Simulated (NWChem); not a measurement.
Species: C$_{2}$H$_{5}$NOSi; SMILES C(=O)=N[SiH2]C

```xyz
10

Si    -0.6355     1.0691     0.0011
C      0.8916     2.1616     0.0010
N     -0.1629    -0.6017     0.0001
C      0.1404    -1.7711    -0.0006
O      0.4428    -2.9153    -0.0013
H     -1.4738     1.3133    -1.2224
H     -1.4727     1.3121     1.2256
H      0.5968     3.2311     0.0016
H      1.5116     1.9726    -0.8981
H      1.5122     1.9718     0.8995
```
Atoms are numbered in this order, from 1.

Results from NWChem. Pople sets run with spherical d functions. The geometry was optimised at PBE-D3(BJ)/def2-SVP. Level: B3LYP/6-31G* with SMD (1 M gas to 1 M solution), gas-phase geometry. Reactions with the solvent are ignored.

For solvent chlorobenzene:

- dipole in solution (D) = 3.16

Question: How do the values read with solvent benzene instead?

Answer: The dipole in solution (D) comes out as 3.00.
